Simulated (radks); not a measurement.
The numbers below are computed, except where a source is named.
Problem. Radial electron density D(r) = 4 pi r^2 rho(r) of an atom or ion with 4 electrons. Level of theory: Dirac Kohn-Sham, BP86, spin-unpolarised, spherical densities, finite nucleus; Fermi nuclear charge, rms radius of each element as measured or else 0.836 A^(1/3) + 0.57 fm (a radial shooting solver on a logarithmic mesh with Libxc functionals).

| r (bohr) | D(r) (e/bohr) |
|---|---|
| 0.02335 | 0.2040 |
| 0.02899 | 0.3002 |
| 0.03569 | 0.4312 |
| 0.04394 | 0.6118 |
| 0.0541 | 0.8549 |
| 0.06661 | 1.173 |
| 0.08201 | 1.572 |
| 0.1018 | 2.071 |
| 0.1253 | 2.608 |
| 0.1543 | 3.151 |
| 0.19 | 3.621 |
| 0.2339 | 3.915 |
| 0.2879 | 3.934 |
| 0.3574 | 3.598 |
| 0.44 | 2.958 |
| 0.5417 | 2.140 |
| 0.667 | 1.349 |
| 0.8212 | 0.7774 |
| 1.011 | 0.5210 |
| 1.245 | 0.5376 |
| 1.545 | 0.6917 |
| 1.902 | 0.8028 |
| 2.342 | 0.7718 |
| 2.884 | 0.5986 |
| 3.55 | 0.3660 |
| 4.371 | 0.1703 |
| 5.425 | 0.05454 |
| 6.679 | 0.01250 |
| 8.224 | 0.001915 |

What is the nuclear charge?

Solution. Z = 4. The innermost maximum, from 1s, lies near gamma/Z bohr with gamma = sqrt(1 - (Z/c)^2) = 1.000, here 0.25 bohr (found: 0.264), and its height grows with Z. The density is that of neutral beryllium in [He] 2s2; the configuration itself is not fixed sharply by these data. D(r) has 2 maxima, at r = 0.264, 2.03 bohr, and minima at 1.10 bohr, inside which lie 2.06 electrons.
